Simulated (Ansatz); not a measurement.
The cluster Sr4Te5⁻. Total charge -1; doublet. Geometry PBE-D4/def2-SVP; atoms count from 1.

```xyz
9

Sr   -1.524    0.138   -1.364
Sr    2.298    1.479   -0.206
Sr   -0.358    0.598    2.688
Sr    1.303   -2.355    0.515
Te   -3.808    0.310   -3.615
Te    2.729   -0.245    2.463
Te   -0.493    2.774    0.429
Te    1.553   -0.819   -2.215
Te   -1.700   -1.880    1.304
```

In the def2 sets Sr, Te take a core potential; there is no spin–orbit coupling. Another isomer (doublet) lies 0.14 eV lower at PBE0-D4/def2-SVP; other spin states weren't run for this one.

Q: Estimate the Mulliken populations from the PBE0/def2-SVP orbitals of Ansatz.

A: 
| atom | charge (e) | spin (α − β) |
| --- | --- | --- |
| Sr1 | 0.82 | 0.00 |
| Sr2 | 0.53 | 0.00 |
| Sr3 | 0.54 | 0.00 |
| Sr4 | 0.53 | 0.00 |
| Te5 | -0.51 | 0.99 |
| Te6 | -0.73 | 0.00 |
| Te7 | -0.72 | 0.00 |
| Te8 | -0.72 | 0.00 |
| Te9 | -0.72 | 0.00 |
Mulliken values and Mayer orders depend strongly on the basis.

Q: Where does the spin sit?

A: Summed by element: Sr 0.01, Te 0.99, of 1 unpaired in all. Largest on single atoms: Te5 0.99, Sr3 0.00, Sr2 0.00.

Q: And the Mayer bond orders between bonded heavy atoms (over 0.3)?

A: Sr1–Te5 0.79 (3.21 Å); Sr1–Te7 0.38 (3.35 Å); Sr1–Te8 0.40 (3.33 Å); Sr1–Te9 0.38 (3.35 Å); Sr2–Te6 0.66 (3.21 Å); Sr2–Te7 0.81 (3.14 Å); Sr2–Te8 0.79 (3.14 Å); Sr3–Te6 0.65 (3.21 Å); Sr3–Te7 0.80 (3.14 Å); Sr3–Te9 0.80 (3.14 Å); Sr4–Te6 0.66 (3.21 Å); Sr4–Te8 0.79 (3.14 Å); Sr4–Te9 0.81 (3.14 Å).
